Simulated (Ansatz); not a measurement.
Geometry optimisation, RKS PBE0-D4/def2-SVP (Ansatz 0.2.0).

Input:

```yaml
crystal:
  periodic: [false, false, false]
  atoms:
    - { symbol: B, position_ang: [-1.8934, -1.1884, 1.5317] }
    - { symbol: Si, position_ang: [-0.0204, -1.242, 1.2919] }
    - { symbol: O, position_ang: [0.5343, 0.2446, 0.599] }
    - { symbol: C, position_ang: [0.5049, 0.1968, -0.7889] }
    - { symbol: Si, position_ang: [1.0235, 1.7948, -1.5253] }
    - { symbol: H, position_ang: [-2.4148, -1.2251, 2.5963] }
    - { symbol: H, position_ang: [-2.6121, -0.9805, 0.5841] }
    - { symbol: H, position_ang: [0.95331, 0.70071, 1.37133] }
    - { symbol: H, position_ang: [0.6102, -1.4247, 2.651] }
    - { symbol: H, position_ang: [1.0636, -0.6206, -1.1963] }
    - { symbol: H, position_ang: [-0.6436, 0.0593, -1.0661] }
    - { symbol: H, position_ang: [2.451, 2.0197, -1.1313] }
    - { symbol: H, position_ang: [0.1593, 2.9298, -0.9868] }
    - { symbol: H, position_ang: [0.8625, 1.7722, -2.9538] }
basis:
  gaussian: { orbitals: def2-SVP }
hamiltonian:
  xc: pbe0
  dispersion: d4
relax:
  f_tol: 0.02
  max_steps: 50
```

Launched with:

```bash
$ ansatz run input.yaml --threads 2 --pin off --max-ram 3072MiB --backend cpu --events-out ev --progress --plain --runs-dir out
```

Where does it end, and by what steps?

The forces met the threshold. The force dipped under the threshold on the way, but the program's further checks kept it going. After 31 steps the energy has fallen by 2.114 eV; H8 moved furthest, 1.44 Å.

```csv
step,energy less start (eV),largest force component (eV/Å),accepted
0,0.0000,4.378,yes
2,-1.6942,0.905,yes
4,-1.9211,0.807,yes
6,-1.9626,0.251,yes
8,-1.9689,2.258,no
10,-2.0388,0.743,yes
12,-2.0720,0.698,yes
14,-2.1003,0.209,yes
16,-2.1075,0.084,yes
18,-2.1097,0.040,yes
20,-2.1114,0.038,yes
22,-2.1119,0.081,no
24,-2.1128,0.014,yes
26,-2.1130,0.018,yes
28,-2.1134,0.024,yes
30,-2.1132,0.075,no
31,-2.1138,0.019,yes
```

```xyz
14
Properties=species:S:1:pos:R:3
B -1.849 -1.169 1.915
Si -0.025 -1.576 1.384
O 0.330 0.183 0.488
C 0.470 0.217 -0.945
Si 1.235 1.859 -1.533
H -2.450 -1.912 2.662
H -2.533 -0.339 1.335
H -0.357 0.799 0.784
H 0.877 -1.240 2.549
H 1.130 -0.630 -1.191
H -0.502 0.007 -1.424
H 2.614 2.001 -0.985
H 0.381 2.983 -1.040
H 1.258 1.854 -3.025
```

Time of the run: 2.3 min on 2 threads of Arm Neoverse V1, with other jobs on the host, peak memory 0.29 GiB.
